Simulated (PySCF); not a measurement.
**How methods differ on the excitation energy of Sc**

Sc [Ar] 3d1 4s2 (2D) → Sc [Ar] 3d3 (4F), as a difference of total energies. Computed with PySCF 2.14 in x2c-QZVPPall, with the spin-free X2C one-electron Hamiltonian (Gaussian nucleus). Correlated levels: valence: [Ar] frozen. The calculations carry no spin-orbit coupling.

```json
{"method": "UHF", "excitation energy (cm⁻¹)": "37784"}
{"method": "MP2 (valence)", "excitation energy (cm⁻¹)": "37770"}
{"method": "SCS-MP2 (valence)", "excitation energy (cm⁻¹)": "42868"}
{"method": "CCSD (valence)", "excitation energy (cm⁻¹)": "37369"}
{"method": "CCSD(T) (valence)", "excitation energy (cm⁻¹)": "37103"}
```

The coupled-cluster amplitudes are large for the upper state (T1 above 0.03 or a double amplitude above 0.15), so a single reference is strained.
